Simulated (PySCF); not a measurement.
Isomers of C6H11F, one GFN2-xTB conformer each. Single-point energies are computed at PBE0/pcSseg-1 (PySCF, gas phase, no added dispersion term), electronic only.

Task: Rank them by PBE0/pcSseg-1 energy, lowest first (kcal/mol).
A. `[CH2:1]=[C:2]([CH2:3][CH3:4])[CH2:5][CH2:6][F:7]` with C1–C2–C3–C4 -116°, C1–C2–C5–C6 -115°, C2–C5–C6–F7 -79°
B. `[F:1][CH:2]1[CH2:3][CH2:4][CH2:5][CH2:6][CH2:7]1` with F1–C2–C3–C4 67°, C2–C3–C4–C5 56°, C3–C4–C5–C6 -59°, C4–C5–C6–C7 59°
C. `[CH2:1]=[CH:2][C@@H:3]([CH3:4])[C@@H:5]([CH3:6])[F:7]` with C1–C2–C3–C4 118°, C2–C3–C5–C6 175°

Result: B (0.0), C (24.3), A (26.5).

As drawn, the highest has a C=C bond outside aromatic rings, which the lowest lacks. Neighbours under 2.5 kcal/mol apart (C=C[C@@H](C)[C@@H](C)F and C=C(CC)CCF) can change places with a better method, another conformer or zero-point energy. GFN2-xTB itself gives, in the same order: 0.0, 32.2, 31.6. Both levels put the same isomer lowest; measured from each level's own lowest isomer, the values differ by up to 7.9 kcal/mol (C=C[C@@H](C)[C@@H](C)F: 32.2 against 24.3).

Task: Which frontier levels, dipoles and rotational constants go with these structures?

Result: 
```json
{"SMILES": "FC1CCCCC1", "HOMO (eV, PBE0/pcSseg-1)": "-8.44", "LUMO (eV)": "1.33", "dipole (D)": "1.72", "A, B, C (MHz)": "3609, 2652, 2002"}
{"SMILES": "C=C[C@@H](C)[C@@H](C)F", "HOMO (eV, PBE0/pcSseg-1)": "-7.53", "LUMO (eV)": "0.39", "dipole (D)": "1.69", "A, B, C (MHz)": "3927, 1695, 1568"}
{"SMILES": "C=C(CC)CCF", "HOMO (eV, PBE0/pcSseg-1)": "-7.22", "LUMO (eV)": "0.45", "dipole (D)": "1.27", "A, B, C (MHz)": "3124, 2063, 1438"}
```
